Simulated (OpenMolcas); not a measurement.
**Ru I: input and output**

Input:

```
&GATEWAY
Coord
1

Ru 0.0 0.0 0.0
Basis=ANO-RCC-VDZP
Group=XYZ
NoMove
AngMom=0.0 0.0 0.0
AMFI
RX2C
&SEWARD
&RASSCF
FileOrb=start.orb
Symmetry=1
Spin=5
nActEl=8 0 0
Inactive=9 9
Ras2=6 0
CIRoot=15 15 1
SDav=15
CIMx=300
Iter=120 100
PrWF=0.3
OrbListing=Nothing
MaxOrb=0
Atom
>>> COPY $Project.JobIph JOB001
&RASSCF
FileOrb=start.orb
Symmetry=1
Spin=3
nActEl=8 0 0
Inactive=9 9
Ras2=6 0
CIRoot=105 105 1
SDav=105
CIMx=300
Iter=120 100
PrWF=0.3
OrbListing=Nothing
MaxOrb=0
Atom
CIOnly
>>> COPY $Project.JobIph JOB002
&RASSCF
FileOrb=start.orb
Symmetry=1
Spin=1
nActEl=8 0 0
Inactive=9 9
Ras2=6 0
CIRoot=105 105 1
SDav=105
CIMx=300
Iter=120 100
PrWF=0.3
OrbListing=Nothing
MaxOrb=0
Atom
CIOnly
>>> COPY $Project.JobIph JOB003
&RASSI
NrOfJobIphs=3 15 38 9
1 2 3 4 5 6 7 8 9 10 11 12 13 14 15
1 2 3 4 5 6 7 8 9 10 11 12 13 14 15 16 17 18 19 20 21 22 23 24 25 26 27
28 29 30 31 32 33 34 35 36 37 38
1 2 3 4 5 6 7 8 9
IphNames
JOB001
JOB002
JOB003
EJob
SpinOrbit
DIPRint=1.0
SOCoupling=1000.0
Subsets=2
MEES
Property=10
'ANGMOM' 1 'ANGMOM' 2 'ANGMOM' 3 'MLTPL  1' 1 'MLTPL  1' 2 'MLTPL  1' 3
'AMFI' 1 'AMFI' 2 'AMFI' 3 'MLTPL  2' 6
SOProperty=3
'ANGMOM' 1 'ANGMOM' 2 'ANGMOM' 3
```

Launched by
```bash
OMP_NUM_THREADS=1 MOLCAS_MEM=2252 MOLCAS_PROJECT=a pymolcas a.inp > a.log  # once for each step of the input, in one work folder
```

A driver script runs the steps one by one and writes start.orb anew before each from the orbitals found so far, so a CI-only block uses the converged orbitals of the first block.

Output, cut to the results:

```
--- SEWARD ---
Basis set label: RU.ANO-RCC...6S5P3D1F.

      Electronic valence basis set:
      ------------------
      Associated Effective Charge  44.000000 au
      Associated Actual Charge     44.000000 au
      Nuclear Model: Point charge

      Shell  nPrim  nBasis  Cartesian Spherical Contaminant
         s      21       6        X
         p      18       5        X
         d      13       3                 X
         f       6       1                 X
RX2C
                  Relativistic X2C integrals
                  Atomic mean-field integrals
--- RASSCF ---
Wave function specifications:
      -----------------------------

      Number of closed shell electrons          36
      Number of electrons in active shells       8
      Max number of holes in RAS1 space          0
      Max nr of electrons in RAS3 space          0
      Number of inactive orbitals               18
      Number of active orbitals                  6
      Number of secondary orbitals              19
      Spin quantum number                      2.0
      State symmetry                             1
Orbital specifications:
      -----------------------

      Symmetry species                           1   2
                                                ag  au
      Frozen orbitals                            0   0
      Inactive orbitals                          9   9
      Active orbitals                            6   0
      RAS1 orbitals                              0   0
      RAS2 orbitals                              6   0
      RAS3 orbitals                              0   0
      Secondary orbitals                         6  13
      Deleted orbitals                           0   0
      Number of basis functions                 21  22
      Number of CSFs                            15
      Number of root(s) required                15
      Iter CI   SX   CI       RASSCF       Energy    max ROT     max BLB   max BLB  Level Ln srch  Step   QN
          iter iter root      energy       change     param      element    value   shift minimum  type update
 Nr of preliminary CI iterations:   1
      Total energies have been shifted. Add                -4000.00 au
        1   1    2    0  -527.89145426    0.00E+00  -2.97E-08    7  10 2  7.21E-08   0.15   0.00    SX    NO
        2   1    1    0  -527.89145426   -2.73E-12   0.00E+00    7  10 2  1.37E-08   0.15   0.00    SX    NO
        3   1    1    0  -527.89145426    1.82E-12   0.00E+00    7  10 2  1.37E-08   0.15   0.00    SX    NO
        4   1    1    0  -527.89145426    9.09E-13   0.00E+00    7  10 2  1.37E-08   0.15   0.00    SX    NO
      Convergence after  4 iterations
        5   1    1    0  -527.89145426    9.09E-13   0.00E+00    7  10 2  1.37E-08   0.15   0.00    SX    NO
      Natural orbitals and occupation numbers for root  1
      sym 1:   1.957335   1.042665   1.000000   1.957335   1.042665   1.000000
      Natural orbitals and occupation numbers for root  2
      sym 1:   1.799137   1.200863   1.200863   1.000000   1.799137   1.000000
      Natural orbitals and occupation numbers for root  3
      sym 1:   1.071548   1.928452   1.928452   1.000000   1.071548   1.000000
::    RASSCF root number  1 Total energy:  -4527.91751620
::    RASSCF root number  2 Total energy:  -4527.91751620
::    RASSCF root number  3 Total energy:  -4527.91751620
::    RASSCF root number  4 Total energy:  -4527.91751620
::    RASSCF root number  5 Total energy:  -4527.91751620
::    RASSCF root number  6 Total energy:  -4527.91751620
::    RASSCF root number  7 Total energy:  -4527.91751620
::    RASSCF root number  8 Total energy:  -4527.87177089
::    RASSCF root number  9 Total energy:  -4527.87177089
::    RASSCF root number 10 Total energy:  -4527.87177089
::    RASSCF root number 11 Total energy:  -4527.87177089
::    RASSCF root number 12 Total energy:  -4527.87177089
::    RASSCF root number 13 Total energy:  -4527.86344869
::    RASSCF root number 14 Total energy:  -4527.86344869
::    RASSCF root number 15 Total energy:  -4527.86344869
--- RASSCF ---
Wave function specifications:
      -----------------------------

      Number of closed shell electrons          36
      Number of electrons in active shells       8
      Max number of holes in RAS1 space          0
      Max nr of electrons in RAS3 space          0
      Number of inactive orbitals               18
      Number of active orbitals                  6
...
--- RASSI ---
SPIN-FREE ENERGIES:
  (Shifted by EMIN (a.u.) =      -4527.9175162035)

 SF State       Relative EMIN(au)   Rel lowest level(eV)    D:o, cm**(-1)      L_eff

     1             0.0000000000        0.0000000000              0.0000         3.0
     2             0.0000000000        0.0000000000              0.0000         3.0
     3             0.0000000000        0.0000000000              0.0000         3.0
     4             0.0000000000        0.0000000000              0.0000         3.0
     5             0.0000000000        0.0000000000              0.0000         3.0
     6             0.0000000000        0.0000000000              0.0000         3.0
     7             0.0000000000        0.0000000000              0.0000         3.0
    16             0.0426089494        1.1594485802           9351.5835         3.0
    17             0.0426089494        1.1594485802           9351.5835         3.0
    18             0.0426089494        1.1594485802           9351.5835         3.0
    19             0.0426089494        1.1594485802           9351.5835         3.0
    20             0.0426089494        1.1594485802           9351.5835         3.0
    21             0.0426089494        1.1594485802           9351.5835         3.0
    22             0.0426089494        1.1594485802           9351.5835         3.0
     8             0.0457453167        1.2447934807          10039.9365         2.0
     9             0.0457453167        1.2447934807          10039.9365         2.0
    10             0.0457453167        1.2447934807          10039.9365         2.0
    11             0.0457453167        1.2447934807          10039.9365         2.0
    12             0.0457453167        1.2447934807          10039.9365         2.0
    15             0.0540675146        1.4712520221          11866.4478         1.0
    13             0.0540675146        1.4712520221          11866.4478         1.0
...
```

Levels above the lowest, from the spin-orbit matrix, grouped by J:

```csv
Configuration,Term,J,E (cm-1),Measured (cm-1),Term weight %
4d7 5s,5F,5,0.0,0.0,99
4d7 5s,5F,4,1233,1191,99
4d7 5s,5F,3,2176,2092,99
4d7 5s,5F,2,2840,2713,99
4d7 5s,5F,1,3260,3105,99
4d7 5s,3F,4,9503,6545,91
4d6 5s2,5D,4,10729,7483,94
4d7 5s,3F,3,11117,8084,84
4d6 5s2,5D,3,11671,8575,86
4d6 5s2,5D,2,12136,9058,81
4d7 5s,3F,2,12457,,87
4d6 5s2,5D,1,12621,9073,96
4d6 5s2,5D,0,12854,9492,98
4d7 5s,5P,3,12905,8771,99
4d7 5s,5P,2,13046,,82
4d7 5s,5P,1,13805,9620,92
4d7 5s,3G,5,15386,,95
4d7 5s,3G,4,16010,,90
4d7 5s,3P(1),2,16368,,78
4d7 5s,3G,3,16827,,99
```

Against the 13 measured excited levels shown (NIST Handbook of Basic Atomic Spectroscopic Data) the mean absolute deviation is 2400 cm-1; the largest miss in energy is 4d7 5s 5P1: computed 13805, measured 9620 cm-1 (+43.5 %).

Without dynamic correlation excited terms often stand tens of per cent too high (terms of higher spin than the ground term too low), and those without a measured partner can miss by more than the paired ones. Some levels mix across a computed gap that differs much from the measured one, so their mixing is not that of the real levels. Terms from blocks run as CI alone lack orbitals of their own. A single d shell beside an s shell can misplace configurations of different d count against each other. Measured partners are found by configuration, term and J. A level has none where our copy of the source lacks it or the pairing is in doubt (some pairs that miss far off the trend of their configuration count as doubtful), and it then counts in no deviation. Only configurations of the active space appear. The first state left out of the spin-orbit step lies near 22000 cm-1 above the lowest spin-free state of the reference (among the parities and spins computed), and the list stops at four fifths of that energy or lower.

The term weight is that of the spin-free term in the level, not the purity of its configuration. A number in round brackets counts repeated terms of one configuration in the order of the reference energies.
